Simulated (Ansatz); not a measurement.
Relaxation of H7OPSn (10 atoms, charge 0, multiplicity 1), to a largest force component of 0.03 eV/Å in at most 50 steps.

These are results of RKS PBE/def2-SVP (Ansatz 0.2.0), not measurements.

```xyz
10
Properties=species:S:1:pos:R:3:forces:R:3
Sn 0.387 0.476 -0.353 -0.20 -0.35 -0.53
H 0.140 -0.016 2.542 -0.24 -1.59 -0.80
O 2.089 -0.331 -1.096 0.03 0.03 0.03
H 1.893 -1.154 -1.584 -0.03 0.01 0.01
H -0.556 1.116 -1.667 0.01 0.01 -0.03
H -0.517 -0.782 0.434 0.01 -0.01 0.01
P 1.123 2.298 1.154 0.22 0.44 0.15
H 2.314 1.554 1.479 0.01 0.03 0.02
H 1.768 2.986 0.060 0.01 0.00 0.01
H 0.225 0.586 2.931 0.18 1.43 1.13
```

Problem. Where does it end, and by what steps?

Solution. The forces met the threshold. After 5 steps the energy has fallen by 0.152 eV; H2 moved furthest, 0.61 Å.

| step | energy less start (eV) | largest force component (eV/Å) | accepted |
| --- | --- | --- | --- |
| 0 | 0.0000 | 1.591 | yes |
| 1 | -0.1168 | 0.164 | yes |
| 2 | -0.1429 | 0.254 | yes |
| 3 | -0.1451 | 0.110 | yes |
| 4 | -0.1505 | 0.063 | yes |
| 5 | -0.1519 | 0.021 | yes |

```xyz
10
Properties=species:S:1:pos:R:3
Sn 0.399 0.525 -0.547
H 0.026 -0.229 3.097
O 2.106 -0.301 -1.253
H 1.928 -1.196 -1.600
H -0.520 1.152 -1.881
H -0.503 -0.697 0.302
P 1.146 2.390 0.997
H 2.310 1.629 1.382
H 1.855 3.034 -0.083
H 0.120 0.428 3.485
```

Whether the end is a true minimum wasn't checked by a vibrational analysis.

Time of the run: 12 s on 2 threads of Arm Neoverse V1, with other jobs on the host, peak memory 0.14 GiB.
